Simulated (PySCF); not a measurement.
# Reading the logs of faulty runs: B3ClH4

Calculated results; nothing here was measured. They come from PySCF 2.14.0, an open-source quantum chemistry program, on an isolated molecule that a program drew, which may never have been made. The molecule is B3ClH4 (charge 0, singlet), drawn as the SMILES string `BBBCl`.

Each row is a Hartree-Fock (HF) and frozen-core CCSD(T) single point in the cc-pV(D+d)Z basis, meant for a local HF minimum. Run 1 is clean. Each other run has one planted mistake out of seven kinds, and not every kind appears here: one electron removed, one electron added, multiplicity raised by two, geometry at a saddle point, minimal basis STO-3G, one bond length entered in bohr, all coordinates scaled. The reference is restricted for singlets and unrestricted otherwise, and also for a bond in bohr. Adding or removing an electron swaps singlet and doublet. Electrons count all cores. HOMO and LUMO are orbital energies over both spins, the gradient is its largest component, and the lowest frequency (negative if imaginary) is given only where the gradient is small. Bond lengths are over the 7 bonds as drawn. T1 is the CCSD diagnostic: over 0.02 (restricted) or 0.045 (unrestricted) a single reference is doubtful.

Geometry of the clean run:
```xyz
8
B3ClH4, angstrom
B    -4.3295   -0.8397   -0.7727
B    -3.0827    0.2409   -0.4723
B    -1.4346   -0.1209   -0.3900
Cl   -0.4537   -0.0456   -1.8677
H    -4.7119   -1.0601   -1.8909
H    -4.8878   -1.4148    0.1242
H    -3.3867    1.3958   -0.2886
H    -0.8509   -0.4239    0.6093
```

```
run  electrons  basis functions  <S^2>  HOMO (eV)  LUMO (eV)  gradient (hartree/bohr)  lowest frequency (cm^-1)  mean bond (Å)  longest bond (Å)      T1  HF (hartree)  CCSD(T) (hartree)                     mistake
  1         36               85  0.000     -11.00       1.69                  2.2e-05                       102         1.4216             1.775  0.0147    -535.86828         -536.31116                    no fault
  2         36               85  0.000     -11.02       1.50                  2.4e-02                         -         1.4785             1.846  0.0149    -535.85921         -536.30372      all coordinates scaled
  3         37               85  0.760      -0.08       7.03                  4.0e-02                         -         1.4216             1.775  0.0232    -535.83184         -536.29684          one electron added
  4         36               85  0.000     -10.77      -0.39                  5.2e-05                      -434         1.4421             1.771  0.0132    -535.83659         -536.27688  geometry at a saddle point
  5         36               28  0.000      -9.61       5.72                  2.5e-02                         -         1.4216             1.775  0.0128    -530.00630         -530.15072                           ?
  6         35               85  0.782     -17.21      -8.73                  8.4e-02                         -         1.4216             1.775  0.0398    -535.50293         -535.93943                           ?
```

**Which mistake was planted in run 5, and what did it cost?**

It has 28 basis functions where the clean run has 85, with the same electrons and geometry. So the mistake is: minimal basis STO-3G. Subtracting run 1 and multiplying by 627.51 kcal/mol a hartree, the energy moved by 3678.4 kcal/mol in HF and 3865.7 kcal/mol in CCSD(T).

**Which mistake was planted in run 6, and what did it cost?**

It counts 35 electrons, one fewer than the clean run, at the same geometry and basis. So the mistake is: one electron removed. Subtracting run 1 and multiplying by 627.51 kcal/mol a hartree, the energy moved by 229.3 kcal/mol in HF and 233.3 kcal/mol in CCSD(T).

Cautions from the logs. Run 3: the added electron raises the CCSD(T) energy, so it isn't bound in this basis.
